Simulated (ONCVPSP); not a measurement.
## Ne (Z = 10): excitation energies, all-electron against ONCV

Ne, optimised norm-conserving Vanderbilt (ONCV), made with ONCVPSP 4.0.1 (PBEsol, scalar-relativistic). Core [He], reference 2s2 2p6. Waves: 2s: rc 0.75 bohr, ncon 3, nbas 7, qcut 9.6 1/bohr, local; 2p: rc 1.40 bohr, ncon 4, nbas 7, qcut 12.4 1/bohr, 2 projectors, debl 0.6 Ha; d scattering state at 0.36 Ha: rc 1.55 bohr, ncon 4, nbas 8, qcut 5.8 1/bohr, 3 projectors, debl 3.5 Ha. Local part: the s channel. Core correction: none.

Energies are relative to the spin-unpolarised reference configuration 2s2 2p6; without spin polarisation the order of configurations can differ from experiment.

| valence configuration | charge | ΔE all-electron (eV) | error AE − PS (meV) |
| --- | --- | --- | --- |
| 2s2 2p4 | +2 | 65.559 | +278 |
| 2s2 2p3 | +3 | 132.845 | +1012 |

Problem. What are ΔE and the potential's error for 2s2 2p5.5?

Solution. ΔE = 8.833 eV all-electron; the error (AE − PS) is +5.9 meV.

Problem. What are ΔE and the potential's error for 2s2 2p5?

Solution. ΔE = 22.399 eV all-electron; the error (AE − PS) is +37 meV.
